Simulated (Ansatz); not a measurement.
`N#C[CH2][AlH2]` and `CC#N` differ in one atom or group.

Ansatz, PBE0-D4/def2-TZVP geometries, multiplicity 1. 

```csv
property,`N#C[CH2][AlH2]`
HOMO energy (PBE/def2-TZVPP) / eV,-7.11
size of the dipole moment (ωB97M-V/def2-TZVPP) / D,4.10
HOMO–LUMO gap (PBE0/def2-TZVPP) / eV,6.51
LUMO energy (ωB97M-V/def2-TZVPP) / eV,-0.18
HOMO–LUMO gap (B3LYP/def2-TZVPP) / eV,6.07
HOMO–LUMO gap (PBE/def2-TZVPP) / eV,4.50
```

Give the same properties after the change, and the shifts. (Estimate.)

Computed: 
| property | `CC#N` | shift |
| --- | --- | --- |
| HOMO energy (PBE/def2-TZVPP) / eV | -8.10 | -0.99 |
| size of the dipole moment (ωB97M-V/def2-TZVPP) / D | 4.00 | -0.10 |
| HOMO–LUMO gap (PBE0/def2-TZVPP) / eV | 10.34 | 3.83 |
| LUMO energy (ωB97M-V/def2-TZVPP) / eV | 2.25 | 2.43 |
| HOMO–LUMO gap (B3LYP/def2-TZVPP) / eV | 9.71 | 3.64 |
| HOMO–LUMO gap (PBE/def2-TZVPP) / eV | 7.91 | 3.41 |

With PBE0 the HOMO falls by 1.15 eV and the LUMO rises by 2.67 eV, so the gap widens by about 3.82 eV. PBE moves the HOMO by -0.99 eV and ωB97M-V by -1.31 eV. The zero-point energy changes by -7.9 kJ/mol with -6 modes. Dipoles are sizes alone; their direction can turn.

B3LYP here is the variant with VWN-RPA as its local correlation; programs differ in this.
